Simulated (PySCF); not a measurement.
Field gradients from PBE0/pcSseg-1 densities (PySCF, non-relativistic) at GFN2-xTB geometries, isolated species, one conformer each; χzz is the principal value of largest magnitude, with Q(35Cl) = −0.0817 b, Q(14N) = 0.02044 b, Q(33S) = −0.0678 b. GFN2-xTB bond lengths can be off by several hundredths of an ångström, more for odd bonds, and the gradients follow them. The small basis limits the accuracy of the gradients.

Question: Rank these 35Cl sites by the size of the quadrupole coupling, smallest first.
A. The vinyl chlorine of `CC(=S)C/C=C(\Cl)[SiH2][SiH3]`
B. The silicon-bound chlorine of `COC[SiH2][Si]([SiH3])([SiH3])Cl`
C. Cl7 (alkyl chlorine) in `[CH3:1][C@@:2]([SiH3:3])([Cl:4])[CH2:5][CH:6]([Cl:7])[Cl:8]`

Answer: B (45.31 MHz), A (70.09 MHz), C (76.13 MHz).

Question: Rank these 14N sites by the size of the quadrupole coupling, smallest first.
A. The silicon-bound nitrogen of `CC(F)(F)[SiH2][SiH2]N`
B. N6 (silicon-bound nitrogen) in `[NH2:1][C@@H:2]1[CH2:3][CH2:4][C@@H:5]1[NH:6][SiH2:7][F:8]`
C. The nitrogen bridging silicon atoms of `Cc1ccsc1N([SiH3])[SiH3]`
D. The silicon-bound nitrogen of `C#C[Si@@H]1S[SiH2]CCN1C`

Answer: C (4.026 MHz), A (4.576 MHz), B (4.851 MHz), D (5.576 MHz).

Question: Rank these 33S sites by the size of the quadrupole coupling, smallest first.
A. The sulfur bonded to 2 Si of `C#C[Si@@H]1S[SiH2]CCN1C`
B. The thiocarbonyl sulfur of `CC(=S)C/C=C(\Cl)[SiH2][SiH3]`
C. The thiophene-type sulfur of `Cc1ccsc1N([SiH3])[SiH3]`

Answer: A (25.46 MHz), C (29.09 MHz), B (46.67 MHz).

All sites together:

| nucleus | site | Vzz (au) | η | χzz (MHz) |
| --- | --- | --- | --- | --- |
| 35Cl | Cl7 (alkyl chlorine) in [CH3:1][C@@:2]([SiH3:3])([Cl:4])[CH2:5][CH:6]([Cl:7])[Cl:8] | 3.966 | 0.07 | -76.13 |
| 35Cl | the vinyl chlorine of CC(=S)C/C=C(\Cl)[SiH2][SiH3] | 3.651 | 0.11 | -70.09 |
| 35Cl | the silicon-bound chlorine of COC[SiH2][Si]([SiH3])([SiH3])Cl | 2.360 | 0.03 | -45.31 |
| 14N | the silicon-bound nitrogen of CC(F)(F)[SiH2][SiH2]N | -0.953 | 0.28 | -4.576 |
| 14N | N6 (silicon-bound nitrogen) in [NH2:1][C@@H:2]1[CH2:3][CH2:4][C@@H:5]1[NH:6][SiH2:7][F:8] | -1.010 | 0.34 | -4.851 |
| 14N | the nitrogen bridging silicon atoms of Cc1ccsc1N([SiH3])[SiH3] | -0.838 | 0.53 | -4.026 |
| 14N | the silicon-bound nitrogen of C#C[Si@@H]1S[SiH2]CCN1C | -1.161 | 0.31 | -5.576 |
| 33S | the thiophene-type sulfur of Cc1ccsc1N([SiH3])[SiH3] | 1.826 | 0.72 | -29.09 |
| 33S | the sulfur bonded to 2 Si of C#C[Si@@H]1S[SiH2]CCN1C | -1.598 | 0.66 | 25.46 |
| 33S | the thiocarbonyl sulfur of CC(=S)C/C=C(\Cl)[SiH2][SiH3] | -2.930 | 0.22 | 46.67 |
